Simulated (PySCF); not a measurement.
H₂O₂Zr, SMILES [Zr]([OH])[OH] (connectivity only; charge and spin as stated), neutral, multiplicity 3. The structure is a stationary point at PBE-D3(BJ)/def2-TZVP. The spin state was assumed, not searched. The def2 effective core potentials stand for the cores of Zr; spin–orbit coupling is left out. The values are those of a single conformer.

The numbers are results of PBE-D3(BJ)/def2-TZVP run with PySCF 2.14.0, not measurements.

Harmonic wavenumbers (cm⁻¹): 84, 304, 368, 384, 414, 661, 665, 3834, 3836. Rotational constants (GHz): 52.45, 4.053, 3.762; symmetry number 2.

Question: Work out the zero-point energy and the ideal-gas rigid-rotor harmonic-oscillator thermochemistry at 298.15 K and 1 atm.

Answer: ZPE = ½ Σ hcν = ½ × 10551 cm⁻¹ = 63.11 kJ/mol. H − E(el) = 79.33 kJ/mol. Entropy in J/(mol K): translation 168.99, rotation 92.61, vibration 37.29, spin 9.13, total 308.02. G − E(el) = -12.51 kJ/mol. Cp = 74.72 J/(mol K). Modes under 150 cm⁻¹ make the vibrational entropy uncertain.
